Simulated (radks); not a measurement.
Spherical quantum dot in the effective-mass picture: electrons in a hard-walled sphere of radius 9.27, with a point charge +1 (a donor) at the centre, all in effective atomic units (hartree* = m*/eps^2 hartree, bohr* = eps/m* bohr), one dielectric constant everywhere. Method: non-relativistic Kohn-Sham, PBE, spin-polarised, spherical densities; computed with a radial shooting solver with Libxc functionals. Levels are named by radial order and angular momentum (1s, 1p, 1d, 2s, ...), and open shells are averaged over m.

N = 3, configuration 1s2 1p(up 1, down 0). This is the lowest configuration that the search found. Occupied levels:

| level | occupation | eigenvalue (hartree*) | <r> (bohr*) |
|---|---|---|---|
| 1s down | 1 | 0.21976 | 2.404 |
| 1s up | 1 | 0.22391 | 3.010 |
| 1p up | 1 | 0.31424 | 5.814 |

Energy (hartree*): total -0.260628, kinetic 0.61189, external -1.5164, Hartree 1.1714, exchange-correlation -0.52751.

Electron density:

| r (bohr*) | n(r) (e/bohr*^3) |
|---|---|
| 0.407 | 0.1438 |
| 0.873 | 0.05956 |
| 1.34 | 0.02662 |
| 1.80 | 0.01290 |
| 2.27 | 0.006821 |
| 2.74 | 0.003976 |
| 3.20 | 0.002590 |
| 3.67 | 0.001896 |
| 4.13 | 0.001535 |
| 4.60 | 0.001324 |
| 5.07 | 0.001172 |
| 5.53 | 0.001031 |
| 6.00 | 0.0008762 |
| 6.46 | 0.0006980 |
| 6.93 | 0.0005041 |
| 7.40 | 0.0003249 |
| 7.86 | 0.0001812 |
| 8.33 | 0.00007882 |
| 8.79 | 0.00001901 |
| 9.26 | 3.879e-08 |
